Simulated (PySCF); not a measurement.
H6OSi2, charge +1, doublet, geometry from GFN2-xTB (a state made from the parent by changing its charge; the spin is typed, not shown lowest); HF/STO-3G in PySCF.

Here is a job for PySCF.
```python
from pyscf import gto, scf

mol = gto.Mole()
mol.atom = '''
    Si    1.58968807   -0.31912383    0.11186273
    O     0.01128648    0.04259495   -0.05898121
    Si   -1.59905322    0.28377995   -0.06292207
    H     1.94507558   -0.84035872   -1.22785096
    H     2.21573731    1.02067942    0.19327172
    H     1.73660238   -1.21029802    1.25307240
    H    -2.17744350   -0.45342710    1.05068702
    H    -1.97801718   -0.12352865   -1.43555598
    H    -1.70113435    1.76098778   -0.04694370
'''
mol.basis = 'sto-3g'
mol.charge = 1
mol.spin = 1
mol.verbose = 4
mol.build()

mf = scf.UHF(mol)
mf.DIIS = scf.EDIIS
mf.kernel()
mf.analyze()
```

It wrote (shortened):

```
PySCF version 2.14.0

[INPUT] verbose = 4
[INPUT] num. atoms = 9
[INPUT] num. electrons = 41
[INPUT] charge = 1
[INPUT] spin (= nelec alpha-beta = 2S) = 1
[INPUT] symmetry False subgroup None
[INPUT] Mole.unit = angstrom
[INPUT] Symbol           X                Y                Z      unit          X                Y                Z       unit  Magmom
[...]
nuclear repulsion = 159.052227964971
number of shells = 19
number of NR pGTOs = 87
number of NR cGTOs = 29
basis = sto-3g
ecp = {}

******** <class 'pyscf.scf.uhf.UHF'> ********
method = UHF
initial guess = minao
damping factor = 0
level_shift factor = 0
DIIS = <class 'pyscf.scf.diis.EDIIS'>
diis_start_cycle = 1
diis_space = 8
diis_damp = 0
SCF conv_tol = 1e-09
SCF conv_tol_grad = None
SCF max_cycles = 50
direct_scf = True
direct_scf_tol = 1e-13
number electrons alpha = 21  beta = 20
Set gradient conv threshold to 3.16228e-05
init E= -648.138087020975

cycle= 1 E= -648.18831483144  delta_E= -0.0502  |g|= 0.307  |ddm|= 2.24
cycle= 2 E= -648.298326703931  delta_E= -0.11  |g|= 0.238  |ddm|= 0.712
cycle= 3 E= -648.344309575977  delta_E= -0.046  |g|= 0.0811  |ddm|= 0.417
cycle= 4 E= -648.359457975164  delta_E= -0.0151  |g|= 0.0553  |ddm|= 0.174
cycle= 5 E= -648.364482697303  delta_E= -0.00502  |g|= 0.0254  |ddm|= 0.106
cycle= 6 E= -648.365991910004  delta_E= -0.00151  |g|= 0.0151  |ddm|= 0.0522
cycle= 7 E= -648.365991910004  delta_E=    0  |g|= 0.0151  |ddm|= 3.09e-14
cycle= 8 E= -648.36647577724  delta_E= -0.000484  |g|= 0.0089  |ddm|= 0.0308
cycle= 9 E= -648.36647577724  delta_E= -1.14e-13  |g|= 0.0089  |ddm|= 3.06e-14
cycle= 10 E= -648.366646130338  delta_E= -0.00017  |g|= 0.00576  |ddm|= 0.0186
cycle= 11 E= -648.366646130338  delta_E= -2.27e-13  |g|= 0.00576  |ddm|= 7.7e-14
cycle= 12 E= -648.366714280491  delta_E= -6.82e-05  |g|= 0.00391  |ddm|= 0.0121
cycle= 13 E= -648.366714280491  delta_E=    0  |g|= 0.00391  |ddm|= 2.97e-12
cycle= 14 E= -648.366744541935  delta_E= -3.03e-05  |g|= 0.00274  |ddm|= 0.00821
cycle= 15 E= -648.366744541936  delta_E= -3.41e-13  |g|= 0.00274  |ddm|= 3.38e-12
cycle= 16 E= -648.366747770996  delta_E= -3.23e-06  |g|= 0.00258  |ddm|= 0.00113
cycle= 17 E= -648.366760469537  delta_E= -1.27e-05  |g|= 0.00183  |ddm|= 0.0054
cycle= 18 E= -648.366763328688  delta_E= -2.86e-06  |g|= 0.00161  |ddm|= 0.00159
cycle= 19 E= -648.366760482095  delta_E= 2.85e-06  |g|= 0.00183  |ddm|= 0.00158
cycle= 20 E= -648.366766869933  delta_E= -6.39e-06  |g|= 0.00129  |ddm|= 0.00392
[...]
SCF not converged.
Total Energy =                        -648.366773016371894
[...]

 ** Mulliken spin pop alpha/beta on meta-lowdin orthogonal AOs **
 ** Mulliken Spin Density (per AO)  **
spin_pop of  0 Si 1s        0.00000
spin_pop of  0 Si 2s        0.00001
spin_pop of  0 Si 3s       -0.01656
spin_pop of  0 Si 2px      -0.00000
spin_pop of  0 Si 2py      -0.00000
spin_pop of  0 Si 2pz      -0.00000
spin_pop of  0 Si 3px      -0.03201
spin_pop of  0 Si 3py      -0.03014
spin_pop of  0 Si 3pz      -0.02062
spin_pop of  1 O 1s       -0.00001
spin_pop of  1 O 2s        0.03310
spin_pop of  1 O 2px       0.04525
spin_pop of  1 O 2py       0.58777
spin_pop of  1 O 2pz       0.33247
spin_pop of  2 Si 1s        0.00000
spin_pop of  2 Si 2s        0.00001
spin_pop of  2 Si 3s       -0.01656
spin_pop of  2 Si 2px      -0.00000
spin_pop of  2 Si 2py      -0.00000
spin_pop of  2 Si 2pz      -0.00000
spin_pop of  2 Si 3px      -0.02965
spin_pop of  2 Si 3py      -0.03185
spin_pop of  2 Si 3pz      -0.02127
spin_pop of  3 H 1s        0.05068
spin_pop of  4 H 1s        0.05177
spin_pop of  5 H 1s       -0.00241
spin_pop of  6 H 1s       -0.00241
spin_pop of  7 H 1s        0.05177
spin_pop of  8 H 1s        0.05068
 ** Mulliken Spin Density (per atom)  **
spin density of  0 Si =     -0.09933
spin density of  1 O =      0.99860
spin density of  2 Si =     -0.09933
spin density of  3 H =      0.05068
spin density of  4 H =      0.05177
spin density of  5 H =     -0.00241
spin density of  6 H =     -0.00241
spin density of  7 H =      0.05177
spin density of  8 H =      0.05068
 ** Mulliken pop alpha/beta on meta-lowdin orthogonal AOs **
 ** Mulliken pop       alpha | beta **
[...]
In total            21.00000 | 20.00000
 ** Mulliken atomic charges   ( Nelec_alpha | Nelec_beta ) **
charge of  0Si =      0.75751  (     6.57158      6.67091 )
charge of  1O =     -0.08686  (     4.54273      3.54413 )
charge of  2Si =      0.75751  (     6.57158      6.67091 )
charge of  3H =     -0.07027  (     0.56047      0.50980 )
charge of  4H =     -0.07015  (     0.56096      0.50919 )
charge of  5H =     -0.07366  (     0.53562      0.53804 )
charge of  6H =     -0.07366  (     0.53562      0.53804 )
charge of  7H =     -0.07015  (     0.56096      0.50919 )
charge of  8H =     -0.07027  (     0.56047      0.50980 )

WARN: System has nonzero charge 1; the dipole moment is origin-dependent.
Location of origin: [0. 0. 0.]

Dipole moment(X, Y, Z, Debye): -0.07488, -0.28260,  0.39131
```

Convergence was not reached.
